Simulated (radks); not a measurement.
The potassium anion K-, [Ar] 4s2, held by a Watson sphere: a shell of charge +1 at radius R that stands for the Madelung well of a crystal (potential energy -1/R inside, -1/r outside, in hartree with lengths in bohr). Method: scalar-relativistic Kohn-Sham, LDA (Slater exchange, Perdew-Wang correlation), spin-unpolarised, spherical densities, point nucleus; computed with a radial shooting solver on a logarithmic mesh with Libxc functionals. Response by self-consistent Sternheimer equations with the Hartree and adiabatic LDA kernel, the relativistic mass of each level held fixed and spin-orbit coupling left out. The sphere does not respond.

| R (bohr) | e(3s) (eV) | e(3p) (eV) | e(4s) (eV) | <r> 4s (bohr) | sum of <r^2> (bohr^2) | X-ray form factor at sin(theta)/lambda = 0.3 1/angstrom | alpha (bohr^3) |
|---|---|---|---|---|---|---|---|
| 2.77 | -37.013 | -20.732 | -3.653 | 4.241 | 61.18 | 10.991 | 177.5 |
| 4.04 | -35.173 | -18.877 | -3.328 | 4.615 | 68.56 | 10.993 | 238.3 |
| 4.21 | -35.042 | -18.743 | -3.275 | 4.672 | 69.74 | 10.993 | 249.5 |
| 4.57 | -34.813 | -18.508 | -3.160 | 4.792 | 72.32 | 10.992 | 275.1 |
| 4.69 | -34.749 | -18.442 | -3.121 | 4.832 | 73.19 | 10.992 | 284.1 |
| 5.04 | -34.588 | -18.276 | -3.009 | 4.947 | 75.76 | 10.991 | 311.9 |
| 5.13 | -34.552 | -18.239 | -2.981 | 4.976 | 76.43 | 10.991 | 319.4 |
| 5.18 | -34.533 | -18.219 | -2.965 | 4.992 | 76.80 | 10.991 | 323.6 |
